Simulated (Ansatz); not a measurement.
Relaxation of ClF₄H₂NTa (9 atoms, charge 0, multiplicity 2), to a largest force component of 0.03 eV/Å in at most 50 steps.

Computed with UKS PBE/def2-SVP in Ansatz 0.2.0.

```xyz
9
Properties=species:S:1:pos:R:3:forces:R:3
Ta -0.193 -0.001 -0.005 1.65 0.01 0.04
Cl 2.223 0.002 0.023 -1.78 0.00 -0.07
F -0.231 -0.002 1.892 -0.07 0.00 0.00
F -0.243 0.000 -1.901 0.00 0.00 0.01
F -1.113 1.626 -0.005 0.03 0.00 0.01
F -1.113 -1.628 -0.007 0.03 -0.01 0.01
N 5.156 0.031 0.098 0.21 0.00 0.00
H 5.803 -0.788 0.178 -0.04 0.02 0.00
H 5.811 0.760 -0.273 -0.04 -0.02 0.01
```

**Question.** Where does it end, and by what steps?

**Answer.** It converged. The force dipped under the threshold on the way, but the program's further checks kept it going. After 11 steps the energy has fallen by 0.161 eV; F3 moved furthest, 0.41 Å.

| step | energy less start (eV) | largest force component (eV/Å) | accepted |
| --- | --- | --- | --- |
| 0 | 0.0000 | 1.777 | yes |
| 1 | -0.0828 | 1.395 | yes |
| 2 | -0.1357 | 0.211 | yes |
| 3 | -0.1318 | 0.845 | no |
| 4 | -0.1463 | 0.144 | yes |
| 5 | -0.1556 | 0.035 | yes |
| 6 | -0.1589 | 0.046 | yes |
| 7 | -0.1564 | 0.319 | no |
| 8 | -0.1601 | 0.010 | yes |
| 9 | -0.1605 | 0.057 | yes |
| 10 | -0.1606 | 0.040 | yes |
| 11 | -0.1607 | 0.002 | yes |

```xyz
9
Properties=species:S:1:pos:R:3
Ta -0.184 0.002 0.005
Cl 2.089 0.012 0.035
F -0.633 -0.001 1.844
F -0.582 0.000 -1.845
F -0.859 1.760 -0.003
F -0.841 -1.763 -0.005
N 5.259 0.001 0.004
H 5.925 -0.779 0.207
H 5.925 0.769 -0.242
```

Whether the end is a true minimum wasn't checked by a vibrational analysis.

Time of the run: 18 s on 4 threads of Intel(R) Xeon(R) 6975P-C (Granite Rapids), with other jobs on the host, peak memory 0.24 GiB.
